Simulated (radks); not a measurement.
All-electron atom: Pd XXII in [Ar] 3d7.

All-electron calculation, scalar-relativistic Kohn-Sham, LDA (Slater exchange, VWN5 correlation), spin-polarised, spherical densities, finite nucleus; open shells are filled with parallel spins first (spin-orbit coupling, left out, can overturn this in heavy ions); Fermi nuclear charge, rms radius 4.5318 fm. Program: a radial shooting solver on a logarithmic mesh with Libxc functionals.

Energy parts (eV):
total: -131056.716
kinetic: 136121.655
electron-nucleus: -298426.524
Hartree: 34387.332
exchange-correlation: -3139.179

Orbitals (lengths in bohr, moments of r in powers of bohr):
| orbital | occ. | eigenvalue (eV) | <r> |
|---|---|---|---|
| 1s up | 1 | -24854.41 | 0.03188 |
| 1s down | 1 | -24854.22 | 0.03188 |
| 2s up | 1 | -4235.145 | 0.1381 |
| 2s down | 1 | -4228.241 | 0.1380 |
| 2p up | 3 | -3875.085 | 0.1203 |
| 2p down | 3 | -3869.720 | 0.1202 |
| 3s up | 1 | -1275.726 | 0.3650 |
| 3s down | 1 | -1267.804 | 0.3658 |
| 3p up | 3 | -1157.471 | 0.3601 |
| 3p down | 3 | -1149.432 | 0.3611 |
| 3d up | 5 | -977.8124 | 0.3300 |
| 3d down | 2 | -968.4554 | 0.3313 |

The highest occupied level is 3d down at -968.46 eV. Summed over all electrons, <r^2> = 2.257 bohr^2, which gives a Langevin (diamagnetic) susceptibility term of -1.79 x 10^-6 cm^3/mol. The electron density at the nucleus is 1.353e+05 e/bohr^3 (large components only). The density falls to 0.001 e/bohr^3 at r = 1.11 bohr. For comparison, the ionisation energy in NIST's Atomic Spectra Database is 1000 eV (theoretical). In exact Kohn-Sham theory the highest level is minus the ionisation energy, but local and semilocal functionals leave it too shallow, through self-interaction and a potential that decays too fast; potentials with the right tail come closer. Spin moment in Bohr magnetons: 3.
